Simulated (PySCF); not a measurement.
AuH6N2, SMILES [NH3]->[Au][NH3+], charge +1, multiplicity 1.

Geometry optimised at PBE0-D3(BJ)/def2-SVP. The spin state was assumed, not searched. The def2 effective core potentials stand for the cores of Au; spin–orbit coupling is left out.

Two levels are set side by side: PBE/def2-TZVPD (PySCF) and M06-2X/def2-TZVPD (PySCF). Same geometry, gas phase. Differences are taken from unrounded values.

```
quantity                     M06-2X
---------------------------  ------
orbital gap (eV)               9.48
highest occupied level (eV)  -13.70
lowest empty level (eV)       -4.23
mean polarisability (bohr³)    43.5
```

Q: What does PBE give, and how far is it from M06-2X? (Estimate from the structure and the level; the computed values follow.)

A: 
```csv
quantity,PBE,PBE minus M06-2X
orbital gap (eV),5.33,-4.15
highest occupied level (eV),-11.20,2.50
lowest empty level (eV),-5.87,-1.64
mean polarisability (bohr³),47.5,4.0
```

PBE's occupied levels lie high since its potential decays too fast outside the molecule; exact exchange lowers them and widens the gap. PBE's more diffuse valence density responds more strongly to a field. Differences between two approximate levels are no errors against the true value.

Rough cost on one machine, each run with all the roots and properties that it gave: M06-2X against PBE about 3 times.
